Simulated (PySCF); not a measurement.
ITl, charge +1, doublet, at a GFN2-xTB geometry (such geometries of metal compounds can be far from the true shape) (a state made from the parent by changing its charge; the spin is typed, not shown lowest) (core potentials on I, Tl), with bond 2-1 at 1.6 times its length; HF/def2-SVP in PySCF.

Here is a job for PySCF.
```python
from pyscf import gto, scf

mol = gto.Mole()
mol.atom = '''
    Tl   -0.00000000   -0.00000000   -1.39728021
    I     0.00000000    0.00000000    4.25511371
'''
mol.basis = 'def2-svp'
mol.ecp = {'I': 'def2-svp', 'Tl': 'def2-svp'}
mol.charge = 1
mol.spin = 1
mol.verbose = 4
mol.build()

mf = scf.UHF(mol)
mf.DIIS = scf.EDIIS
mf.kernel()
mf.analyze()
```

Q: Write the output that PySCF gives for this input, abridged.

A: 
```
PySCF version 2.14.0

[INPUT] verbose = 4
[INPUT] num. atoms = 2
[INPUT] num. electrons = 45
[INPUT] charge = 1
[INPUT] spin (= nelec alpha-beta = 2S) = 1
[INPUT] symmetry False subgroup None
[INPUT] Mole.unit = angstrom
[INPUT] Symbol           X                Y                Z      unit          X                Y                Z       unit  Magmom
[...]
nuclear repulsion = 49.1505085570894
number of shells = 20
number of NR pGTOs = 122
number of NR cGTOs = 52
basis = def2-svp
ecp = {'I': 'def2-svp', 'Tl': 'def2-svp'}

******** <class 'pyscf.scf.uhf.UHF'> ********
method = UHF
initial guess = minao
damping factor = 0
level_shift factor = 0
DIIS = <class 'pyscf.scf.diis.EDIIS'>
diis_start_cycle = 1
diis_space = 8
diis_damp = 0
SCF conv_tol = 1e-09
SCF conv_tol_grad = None
SCF max_cycles = 50
direct_scf = True
direct_scf_tol = 1e-13
number electrons alpha = 23  beta = 22
Set gradient conv threshold to 3.16228e-05
init E= -413.766826166999

cycle= 1 E= -466.522404044566  delta_E= -52.8  |g|=  1.6  |ddm|= 9.94
cycle= 2 E= -462.350248570298  delta_E= 4.17  |g|= 1.26  |ddm|= 4.13
cycle= 3 E= -467.385753229482  delta_E= -5.04  |g|= 0.486  |ddm|= 3.18
cycle= 4 E= -467.385753236307  delta_E= -6.83e-09  |g|= 0.486  |ddm|= 2.43e-08
cycle= 5 E= -467.385753236273  delta_E= 3.39e-11  |g|= 0.486  |ddm|= 1.22e-10
cycle= 6 E= -467.385753236363  delta_E= -8.94e-11  |g|= 0.486  |ddm|= 3.18e-10
cycle= 7 E= -467.385753236235  delta_E= 1.28e-10  |g|= 0.486  |ddm|= 4.54e-10
cycle= 8 E= -467.385753241395  delta_E= -5.16e-09  |g|= 0.486  |ddm|= 1.84e-08
cycle= 9 E= -467.385753236234  delta_E= 5.16e-09  |g|= 0.486  |ddm|= 1.84e-08
cycle= 10 E= -467.373390097505  delta_E= 0.0124  |g|= 0.511  |ddm|= 0.126
cycle= 11 E= -462.190947534486  delta_E= 5.18  |g|=  1.1  |ddm|=  3.3
cycle= 12 E= -467.375256934637  delta_E= -5.18  |g|= 0.502  |ddm|=  3.3
cycle= 13 E= -467.374379906573  delta_E= 0.000877  |g|= 0.503  |ddm|= 0.00911
cycle= 14 E= -467.373954692947  delta_E= 0.000425  |g|= 0.503  |ddm|= 0.00487
cycle= 15 E= -467.373854938814  delta_E= 9.98e-05  |g|= 0.503  |ddm|= 0.00164
cycle= 16 E= -467.373814021893  delta_E= 4.09e-05  |g|= 0.503  |ddm|= 0.000532
cycle= 17 E= -467.373800571606  delta_E= 1.35e-05  |g|= 0.503  |ddm|= 0.000206
cycle= 18 E= -467.37379544831  delta_E= 5.12e-06  |g|= 0.503  |ddm|= 8.31e-05
cycle= 19 E= -467.373793521451  delta_E= 1.93e-06  |g|= 0.503  |ddm|= 3.47e-05
cycle= 20 E= -462.191322325846  delta_E= 5.18  |g|= 1.11  |ddm|=  3.3
cycle= 21 E= -467.373309220484  delta_E= -5.18  |g|= 0.503  |ddm|=  3.3
cycle= 22 E= -467.373218374871  delta_E= 9.08e-05  |g|= 0.503  |ddm|= 0.00131
cycle= 23 E= -467.373183323101  delta_E= 3.51e-05  |g|= 0.503  |ddm|= 0.000393
cycle= 24 E= -467.373172160748  delta_E= 1.12e-05  |g|= 0.503  |ddm|= 0.000144
cycle= 25 E= -467.373167953357  delta_E= 4.21e-06  |g|= 0.503  |ddm|= 5.41e-05
cycle= 26 E= -467.373166426641  delta_E= 1.53e-06  |g|= 0.503  |ddm|= 2.1e-05
cycle= 27 E= -467.373165797905  delta_E= 6.29e-07  |g|= 0.503  |ddm|= 8.27e-06
cycle= 28 E= -467.373165603312  delta_E= 1.95e-07  |g|= 0.503  |ddm|= 3.26e-06
cycle= 29 E= -462.192111814904  delta_E= 5.18  |g|= 1.11  |ddm|=  3.3
cycle= 30 E= -467.373089484743  delta_E= -5.18  |g|= 0.503  |ddm|=  3.3
cycle= 31 E= -467.373045686108  delta_E= 4.38e-05  |g|= 0.503  |ddm|= 0.000459
cycle= 32 E= -467.373033121337  delta_E= 1.26e-05  |g|= 0.503  |ddm|= 0.000155
cycle= 33 E= -467.373028461288  delta_E= 4.66e-06  |g|= 0.503  |ddm|= 5.89e-05
cycle= 34 E= -467.373026728968  delta_E= 1.73e-06  |g|= 0.503  |ddm|= 2.27e-05
cycle= 35 E= -467.373026043326  delta_E= 6.86e-07  |g|= 0.503  |ddm|= 8.91e-06
cycle= 36 E= -467.373025825443  delta_E= 2.18e-07  |g|= 0.503  |ddm|= 3.5e-06
cycle= 37 E= -467.373025751614  delta_E= 7.38e-08  |g|= 0.503  |ddm|= 9.94e-07
cycle= 38 E= -462.19170746153  delta_E= 5.18  |g|= 1.11  |ddm|=  3.3
cycle= 39 E= -467.373000535148  delta_E= -5.18  |g|= 0.503  |ddm|=  3.3
cycle= 40 E= -467.372989673448  delta_E= 1.09e-05  |g|= 0.503  |ddm|= 0.000113
cycle= 41 E= -467.37298641422  delta_E= 3.26e-06  |g|= 0.503  |ddm|= 4.05e-05
cycle= 42 E= -467.372985241986  delta_E= 1.17e-06  |g|= 0.503  |ddm|= 1.54e-05
cycle= 43 E= -467.372984786996  delta_E= 4.55e-07  |g|= 0.503  |ddm|= 5.97e-06
cycle= 44 E= -467.372984621979  delta_E= 1.65e-07  |g|= 0.503  |ddm|= 2.33e-06
cycle= 45 E= -467.37298456039  delta_E= 6.16e-08  |g|= 0.503  |ddm|= 6.84e-07
cycle= 46 E= -467.37298452623  delta_E= 3.42e-08  |g|= 0.503  |ddm|= 2.8e-07
cycle= 47 E= -462.19151336575  delta_E= 5.18  |g|= 1.11  |ddm|=  3.3
cycle= 48 E= -467.372974354869  delta_E= -5.18  |g|= 0.503  |ddm|=  3.3
cycle= 49 E= -467.372970765914  delta_E= 3.59e-06  |g|= 0.503  |ddm|= 3.89e-05
cycle= 50 E= -467.372969633681  delta_E= 1.13e-06  |g|= 0.503  |ddm|= 1.41e-05
SCF not converged.
SCF energy = -467.372969633681 after 50 cycles  <S^2> = 0.75148997  2S+1 = 2.0014894
**** SCF Summaries ****
Total Energy =                        -467.372969633680611
Nuclear Repulsion Energy =              49.150508557089388
One-electron Energy =                 -913.668820262008921
Two-electron Energy =                  397.145342071238986
Two-electron Coulomb Energy =          432.360493242823395
DFT Exchange-Correlation Energy =      -35.215151171584409
**** MO energy ****
                             alpha | beta                alpha | beta
[...]
spin_pop of  0 Tl 5s        0.00064
spin_pop of  0 Tl 6s        0.97669
spin_pop of  0 Tl 7s        0.00091
spin_pop of  0 Tl 8s        0.00842
spin_pop of  0 Tl 5px      -0.00001
spin_pop of  0 Tl 5py      -0.00001
spin_pop of  0 Tl 5pz       0.00003
spin_pop of  0 Tl 6px      -0.00202
spin_pop of  0 Tl 6py      -0.00202
spin_pop of  0 Tl 6pz      -0.00126
spin_pop of  0 Tl 7px       0.00131
spin_pop of  0 Tl 7py       0.00131
spin_pop of  0 Tl 7pz       0.00191
spin_pop of  0 Tl 8px       0.00091
spin_pop of  0 Tl 8py       0.00091
spin_pop of  0 Tl 8pz       0.01232
spin_pop of  0 Tl 5dxy     -0.01433
spin_pop of  0 Tl 5dyz     -0.01311
spin_pop of  0 Tl 5dz^2    -0.00814
spin_pop of  0 Tl 5dxz     -0.00793
spin_pop of  0 Tl 5dx2-y2   -0.01278
spin_pop of  0 Tl 6dxy      0.01459
spin_pop of  0 Tl 6dyz      0.01291
spin_pop of  0 Tl 6dz^2     0.00814
spin_pop of  0 Tl 6dxz      0.00793
spin_pop of  0 Tl 6dx2-y2    0.01258
spin_pop of  1 I 4s       -0.00000
spin_pop of  1 I 5s       -0.00000
spin_pop of  1 I 6s        0.00003
spin_pop of  1 I 7s        0.00001
spin_pop of  1 I 4px       0.00002
spin_pop of  1 I 4py      -0.00000
spin_pop of  1 I 4pz      -0.00000
spin_pop of  1 I 5px      -0.00001
spin_pop of  1 I 5py      -0.00000
spin_pop of  1 I 5pz      -0.00000
spin_pop of  1 I 6px      -0.00002
spin_pop of  1 I 6py       0.00000
spin_pop of  1 I 6pz       0.00000
spin_pop of  1 I 7px       0.00003
spin_pop of  1 I 7py       0.00000
spin_pop of  1 I 7pz       0.00000
spin_pop of  1 I 4dxy     -0.00000
spin_pop of  1 I 4dyz      0.00000
spin_pop of  1 I 4dz^2    -0.00000
spin_pop of  1 I 4dxz     -0.00000
spin_pop of  1 I 4dx2-y2    0.00000
spin_pop of  1 I 5dxy      0.00000
spin_pop of  1 I 5dyz      0.00001
spin_pop of  1 I 5dz^2     0.00000
spin_pop of  1 I 5dxz      0.00000
spin_pop of  1 I 5dx2-y2   -0.00000
In total            23.00000 | 22.00000

WARN: System has nonzero charge 1; the dipole moment is origin-dependent.
Location of origin: [0. 0. 0.]

Dipole moment(X, Y, Z, Debye): -0.00000, -0.00000, -35.23969
```

Convergence was not reached.
